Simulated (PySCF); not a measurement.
**Assigning NMR signals**

Bonds (- single, = double, # triple, : aromatic): N1-C2, C2=O3, C2-C4, C4=C5, C5-Si6, Si6-C7, C7-Si8, C7-Si9, C7-C4. N1 carries H10, H11; C5 carries H12; Si6 carries H13, H14; Si8 carries H15, H16, H17; Si9 carries H18, H19, H20. H11 is cis to the C=O or C=S heteroatom; H10 is trans to the C=O or C=S heteroatom.

- structure optimised with GFN2-xTB
- σ from GIAO-PBE0/pcSseg-1
- code: PySCF
- a single conformation, non-relativistic, equivalent nuclei averaged, no solvent

Referencing at the same level of theory: TMS for 13C (186.93 ppm), 1H (31.72 ppm).

(1) Assign these signals to the numbered atoms. 13C{1H} NMR (computed): δ 172.6 (C), 168.5 (C), 132.4 (CH), 13.2 (C).

(2) Assign these signals to the numbered atoms. 1H NMR (600 MHz, computed): δ 6.18 (t, 1H), 5.35 (br, 1H), 4.86 (br, 1H), 4.84 (m, 2H), 4.16 (s, 6H).

Results:

(1) 
172.6 → C4, α carbon of a C=C–C=O unit
168.5 → C2, amide carbonyl carbon: it is a carbonyl in resonance with an O or N lone pair, the region of acids, esters and amides
132.4 → C5, β carbon of a C=C–C=O unit: conjugation with the carbonyl draws π density from the β position
13.2 → C7, allylic fully substituted sp3 carbon bonded to 3 Si

(2) 
6.18 → H12, hydrogen on a β carbon of a C=C–C=O unit: a vinylic proton, deshielded by the sp2 carbon and the C=C anisotropy
5.35 → H10, hydrogen on an amide-type nitrogen: labile proton, position sensitive to the medium
4.86 → H11, hydrogen on an amide-type nitrogen
4.84 → H13/H14, hydrogen on a silicon bonded to 2 C, in a 4-membered ring
4.16 → H15/H16/H17/H18/H19/H20, hydrogen on a silicon bonded to C

H11 and H13/H14 lie closer than the usual error of such a calculation, so a measured spectrum could show them in the other order.

OH/NH shifts are gas-phase values; hydrogen bonding in solution moves them, usually downfield. Rotation about the amide-type C–N bond is slow at room temperature, so the two groups on nitrogen are listed apart. Shifts are as computed. Against solution values, carbons near 30 ppm lie about +3 ppm off and those near 130 ppm about +5 ppm. Of 1211 compounds with measured shifts, 218 miss one by over three times the rms of a fit or turn the order of signals round; such compounds aren't used in these exercises. The C=O carbon of an acid or of an amide with N–H lies up to 10 ppm further downfield in solution, through hydrogen bonding that the calculation lacks. Multiplicities follow the n + 1 count of equivalent neighbours, as no J values were calculated; m marks all less simple cases, F and P coupling included.
